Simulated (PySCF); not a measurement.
Structure problem from calculated spectra and properties.

Formula: C12H22BP.

- NMR, other nuclei: isotropic shieldings of nuclei other than C and H, by class: 144 (1 B), 307 (1 P) ppm [GIAO PBE0/pcSseg-1]
- UV, first state: lowest singlet excitation: 5.21 eV (238 nm, f = 0.022) [TDDFT wB97X-D/def2-SVPD]
- Polarisability: 182.3 au [wB97X-D/def2-SVPD]
- 13C NMR: chemical shifts (computed TMS as zero) by class: 153.2 (1 C), 138.8 (1 C), 137.4 (1 C), 136.8 (1 C), 132.4 (1 C), 129.8 (1 C), 33.2 (1 C), 27.1 (1 C), 25.8 (3 C), 10.4 (1 C) ppm [GIAO PBE0/pcSseg-1]
- UV, strongest line: among the 10 lowest singlet transitions: S6 at 6.92 eV (179 nm, f = 0.375) [TDDFT wB97X-D/def2-SVPD]
- Rotational structure: rotational constants A, B, C: 0.927, 0.466, 0.428 GHz [PBE0-D3(BJ)/def2-SVP]
- 1H NMR: chemical shifts (computed TMS as zero) by class: 7.46 (1 H), 7.40 (1 H), 7.32 (1 H), 7.32 (1 H), 2.75 (3 H), 1.50 (3 H), 1.25 (3 H), 1.03 (9 H) ppm [GIAO PBE0/pcSseg-1]
- Dipole: 4.77 D [wB97X-D/def2-SVPD]

Electronic properties: PySCF, gas phase, density fitting. Levels stand in brackets. One conformer (not necessarily the lowest) at the PBE0-D3(BJ)/def2-SVP geometry, without solvent, vibrations or thermal averaging. NMR values are class means; diastereotopic atoms form classes of their own.

**Question.** What is the compound? Reason from the data.

**Answer.** Numbering: `[BH3-:1][P@@+:2]([CH3:3])([c:4]1[cH:5][cH:6][cH:7][cH:8][c:9]1[CH3:10])[C:11]([CH3:12])([CH3:13])[CH3:14]`. 12 carbons fall into 10 classes; from least to most shielded: substituted aromatic carbon [C9] (153.2 ppm), aromatic CH carbon [C5] (138.8 ppm), aromatic CH carbon [C8] (137.4 ppm), aromatic CH carbon [C7] (136.8 ppm), substituted aromatic carbon [C4] (132.4 ppm), aromatic CH carbon [C6] (129.8 ppm), chain sp3 carbon bound to phosphorus [C11] (33.2 ppm), benzylic-type carbon [C10] (27.1 ppm), methyl carbon [C12/C13/C14] (25.8 ppm, 3 C), chain sp3 carbon bound to phosphorus [C3] (10.4 ppm). Hydrogen classes from least to most shielded: 1 H on an aromatic CH carbon, C7 (7.46 ppm), 1 H on an aromatic CH carbon, C5 (7.40 ppm), 1 H on an aromatic CH carbon, C6 (7.32 ppm), 1 H on an aromatic CH carbon, C8 (7.32 ppm), 3 H on a benzylic-type carbon, C10 (2.75 ppm, a mean of values up to 1.7 ppm apart in this geometry), 3 H on an sp3 carbon bound to phosphorus, C3 (1.50 ppm), 3 H on a four-coordinate boron, B1 (1.25 ppm), 9 H on 3 methyl carbons, C12/C13/C14 (1.03 ppm, a mean of values up to 1.3 ppm apart in this geometry). The other shieldings belong to: 144 ppm, four-coordinate boron [B1]; 307 ppm, phosphorus bonded to B and 3 C [P2]. The optimised geometry has point group C1 and is an asymmetric top. Structure: `[BH3-][P@@+](C)(c1ccccc1C)C(C)(C)C` ((S)-tert-butyl(methyl)(o-tolyl)phosphine borane). The assignments are read from this structure; whether some other isomer fits the data as well wasn't checked. The mirror image fits equally.

Shape of the structure used: `[BH3-:1][P@@+:2]([CH3:3])([c:4]1[cH:5][cH:6][cH:7][cH:8][c:9]1[CH3:10])[C:11]([CH3:12])([CH3:13])[CH3:14]`: B1–P2–C4–C5 -147°, B1–P2–C11–C12 -67°.
